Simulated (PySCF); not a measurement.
PySCF input (HF/def2-TZVPD):

```python
from pyscf import gto, scf, dft

mol = gto.M(
    atom='''
    Al    0.00014859   -0.10214327    0.06835206
    C    -0.00216366    1.48733853   -0.99529469
    H    -0.73084970    2.18583221   -0.57908772
    H    -0.27443525    1.22291216   -2.01903874
    H     0.99752483    1.92570497   -0.97157135
    F     0.00209004   -1.43673534    0.96143213
    ''',
    basis='def2-tzvpd',
    charge=1,
    spin=0,
    verbose=4,
)

mf = scf.RHF(mol).density_fit(auxbasis='def2-universal-jkfit')
mf.conv_tol = 1e-9
mf.max_cycle = 100
mf.max_memory = 1500
mf.kernel()
if not mf.converged:
    mf = mf.newton()
    mf.kernel(mf.make_rdm1())
mf.analyze()
```

Output:

```
PySCF version 2.14.0

[INPUT] verbose = 4
[INPUT] num. atoms = 6
[INPUT] num. electrons = 30
[INPUT] charge = 1
[INPUT] spin (= nelec alpha-beta = 2S) = 0
[INPUT] symmetry False subgroup None
[INPUT] Mole.unit = angstrom
[INPUT] Symbol           X                Y                Z      unit          X                Y                Z       unit  Magmom
[INPUT]  1 Al     0.000148590000  -0.102143270000   0.068352060000 AA    0.000280794405  -0.193022805768   0.129166673450 Bohr   0.0
[INPUT]  2 C     -0.002163660000   1.487338530000  -0.995294690000 AA   -0.004088724827   2.810662476213  -1.880834377334 Bohr   0.0
[INPUT]  3 H     -0.730849700000   2.185832210000  -0.579087720000 AA   -1.381105771221   4.130624231153  -1.094317192899 Bohr   0.0
[INPUT]  4 H     -0.274435250000   1.222912160000  -2.019038740000 AA   -0.518607461427   2.310969056800  -3.815430253487 Bohr   0.0
[INPUT]  5 H      0.997524830000   1.925704970000  -0.971571350000 AA    1.885048731153   3.639054990014  -1.836003761974 Bohr   0.0
[INPUT]  6 F      0.002090040000  -1.436735340000   0.961432130000 AA    0.003949603189  -2.715036306084   1.816843413057 Bohr   0.0

nuclear repulsion = 89.7334001575812
number of shells = 57
number of NR pGTOs = 209
number of NR cGTOs = 147
basis = def2-tzvpd
ecp = {}

******** <class 'pyscf.df.df_jk.DFRHF'> ********
method = DFRHF
initial guess = minao
damping factor = 0
level_shift factor = 0
DIIS = <class 'pyscf.scf.diis.CDIIS'>
diis_start_cycle = 1
diis_space = 8
diis_damp = 0
SCF conv_tol = 1e-09
SCF conv_tol_grad = None
SCF max_cycles = 100
direct_scf = False
Set gradient conv threshold to 3.16228e-05
Initial guess from minao.
******** <class 'pyscf.df.df.DF'> ********
auxbasis = def2-universal-jkfit
init E= -381.053818695434
  HOMO = -0.402849833828853  LUMO = -0.078456456125835  gap/eV = 8.82719
cycle= 1 E= -380.750815494808  delta_E= 0.303  |g|= 0.58  |ddm|= 1.91
  HOMO = -0.742086872738926  LUMO = -0.219906047263787  gap/eV = 14.20926
cycle= 2 E= -380.815588750984  delta_E= -0.0648  |g|=  0.4  |ddm|= 0.909
  HOMO = -0.709475065838461  LUMO = -0.194747561894198  gap/eV = 14.00645
cycle= 3 E= -380.838834542793  delta_E= -0.0232  |g|= 0.0493  |ddm|= 0.251
  HOMO = -0.694864817713722  LUMO = -0.180786047676707  gap/eV = 13.98880
cycle= 4 E= -380.839773860824  delta_E= -0.000939  |g|= 0.0129  |ddm|= 0.114
  HOMO = -0.699098686148638  LUMO = -0.182326981028052  gap/eV = 14.06207
cycle= 5 E= -380.839856886992  delta_E= -8.3e-05  |g|= 0.00467  |ddm|= 0.0233
  HOMO = -0.6986428041049  LUMO = -0.182477647772109  gap/eV = 14.04557
cycle= 6 E= -380.839869116445  delta_E= -1.22e-05  |g|= 0.00136  |ddm|= 0.00709
  HOMO = -0.698990187620709  LUMO = -0.182634283280887  gap/eV = 14.05076
cycle= 7 E= -380.839870898048  delta_E= -1.78e-06  |g|= 0.000511  |ddm|= 0.00331
  HOMO = -0.698996613696842  LUMO = -0.18267135772156  gap/eV = 14.04993
cycle= 8 E= -380.839871121831  delta_E= -2.24e-07  |g|= 9.45e-05  |ddm|= 0.00126
  HOMO = -0.698996509950085  LUMO = -0.18267769082288  gap/eV = 14.04975
cycle= 9 E= -380.839871128459  delta_E= -6.63e-09  |g|= 2.34e-05  |ddm|= 0.000313
[...]
cycle= 10 E= -380.839871128817  delta_E= -3.59e-10  |g|= 6.4e-06  |ddm|= 9.7e-05
  HOMO = -0.698993881780879  LUMO = -0.182677264142365  gap/eV = 14.04969
Extra cycle  E= -380.839871128841  delta_E= -2.35e-11  |g|= 2.87e-06  |ddm|= 1.17e-05
converged SCF energy = -380.839871128841
**** SCF Summaries ****
Total Energy =                        -380.839871128840741
Nuclear Repulsion Energy =              89.733400157581229
One-electron Energy =                 -700.465056573632069
Two-electron Energy =                  229.891785287210098
Two-electron Coulomb Energy =          264.254765411069911
DFT Exchange-Correlation Energy =      -34.362980123859813
HOMO-LUMO gap [eV] =                    14.049690791102352
**** MO energy ****
MO #1   energy= -58.788019747305   occ= 2
MO #2   energy= -26.4968446922981  occ= 2
MO #3   energy= -11.4531563829927  occ= 2
MO #4   energy= -5.20035048154504  occ= 2
MO #5   energy= -3.51459055066744  occ= 2
MO #6   energy= -3.51459055066462  occ= 2
MO #7   energy= -3.51237139201159  occ= 2
MO #8   energy= -1.78177089491351  occ= 2
MO #9   energy= -1.16627137211417  occ= 2
MO #10  energy= -0.915141129060516 occ= 2
MO #11  energy= -0.861259216107374 occ= 2
MO #12  energy= -0.861259216105819 occ= 2
MO #13  energy= -0.788060729415033 occ= 2
MO #14  energy= -0.788060727402149 occ= 2
MO #15  energy= -0.698993881780879 occ= 2
MO #16  energy= -0.182677264142365 occ= 0
MO #17  energy= -0.143906610706271 occ= 0
MO #18  energy= -0.143906610604044 occ= 0
MO #19  energy= -0.0634496045245451 occ= 0
MO #20  energy= -0.0501551997026004 occ= 0
MO #21  energy= -0.0452903792543484 occ= 0
MO #22  energy= -0.045290379156141 occ= 0
MO #23  energy= -0.0183499988797725 occ= 0
MO #24  energy= -0.0183499987757909 occ= 0
MO #25  energy= -0.00654119057662915 occ= 0
MO #26  energy= 0.0103797684951664 occ= 0
MO #27  energy= 0.0103797686132528 occ= 0
MO #28  energy= 0.0434783161747489 occ= 0
MO #29  energy= 0.0681830504988697 occ= 0
MO #30  energy= 0.0681830506558611 occ= 0
MO #31  energy= 0.0889239136670596 occ= 0
MO #32  energy= 0.108569109143612  occ= 0
MO #33  energy= 0.108569109545377  occ= 0
MO #34  energy= 0.132039930533378  occ= 0
MO #35  energy= 0.133955426908619  occ= 0
MO #36  energy= 0.133955427027213  occ= 0
MO #37  energy= 0.151657325986665  occ= 0
MO #38  energy= 0.151657326259313  occ= 0
MO #39  energy= 0.169109588792595  occ= 0
MO #40  energy= 0.18629605873097   occ= 0
MO #41  energy= 0.189486108686803  occ= 0
MO #42  energy= 0.189486108968129  occ= 0
MO #43  energy= 0.202347378509047  occ= 0
MO #44  energy= 0.236870508832037  occ= 0
MO #45  energy= 0.236870509440919  occ= 0
MO #46  energy= 0.245936936277763  occ= 0
MO #47  energy= 0.264745938413022  occ= 0
MO #48  energy= 0.278391701904764  occ= 0
MO #49  energy= 0.278391702231035  occ= 0
MO #50  energy= 0.321100973930561  occ= 0
MO #51  energy= 0.321100973984263  occ= 0
MO #52  energy= 0.34802978400617   occ= 0
MO #53  energy= 0.403442994137827  occ= 0
MO #54  energy= 0.403442995031848  occ= 0
MO #55  energy= 0.415433225346404  occ= 0
MO #56  energy= 0.440216128332121  occ= 0
MO #57  energy= 0.4402161285871    occ= 0
MO #58  energy= 0.447714791071818  occ= 0
MO #59  energy= 0.549493447373181  occ= 0
MO #60  energy= 0.549493447717004  occ= 0
MO #61  energy= 0.575316938670515  occ= 0
MO #62  energy= 0.622544095900866  occ= 0
MO #63  energy= 0.637962862239523  occ= 0
MO #64  energy= 0.637962862516045  occ= 0
MO #65  energy= 0.660609588243705  occ= 0
MO #66  energy= 0.683056553438859  occ= 0
MO #67  energy= 0.689446664023841  occ= 0
MO #68  energy= 0.689446665187185  occ= 0
MO #69  energy= 0.693528832690202  occ= 0
MO #70  energy= 0.725340502910669  occ= 0
MO #71  energy= 0.725340503229198  occ= 0
MO #72  energy= 0.740105574714324  occ= 0
MO #73  energy= 0.767049146375047  occ= 0
MO #74  energy= 0.76704914705065   occ= 0
MO #75  energy= 0.868179498320617  occ= 0
MO #76  energy= 0.868179498858407  occ= 0
MO #77  energy= 0.899501470485199  occ= 0
MO #78  energy= 0.899501470817252  occ= 0
MO #79  energy= 0.973218198440215  occ= 0
MO #80  energy= 1.07147849037777   occ= 0
MO #81  energy= 1.07147849141622   occ= 0
MO #82  energy= 1.11043833040491   occ= 0
MO #83  energy= 1.13680244610378   occ= 0
MO #84  energy= 1.13680244616238   occ= 0
MO #85  energy= 1.23684330018468   occ= 0
MO #86  energy= 1.3066184028747    occ= 0
MO #87  energy= 1.30661840406583   occ= 0
MO #88  energy= 1.34427253970201   occ= 0
MO #89  energy= 1.53823906404396   occ= 0
MO #90  energy= 1.65480888876908   occ= 0
MO #91  energy= 1.82597024040386   occ= 0
MO #92  energy= 1.84088318499682   occ= 0
MO #93  energy= 1.84088318677037   occ= 0
MO #94  energy= 2.02757126596182   occ= 0
MO #95  energy= 2.03945168741085   occ= 0
MO #96  energy= 2.03945168781875   occ= 0
MO #97  energy= 2.22899331937398   occ= 0
MO #98  energy= 2.24385293580463   occ= 0
MO #99  energy= 2.24385293735882   occ= 0
MO #100 energy= 2.36885444500866   occ= 0
MO #101 energy= 2.3688544453124    occ= 0
MO #102 energy= 2.46503316303864   occ= 0
MO #103 energy= 2.46503316418891   occ= 0
MO #104 energy= 2.51269235729765   occ= 0
MO #105 energy= 2.53318381906712   occ= 0
MO #106 energy= 2.53318382543247   occ= 0
MO #107 energy= 2.74692717634723   occ= 0
[...]
```

It need not be the lowest isomer of its formula.
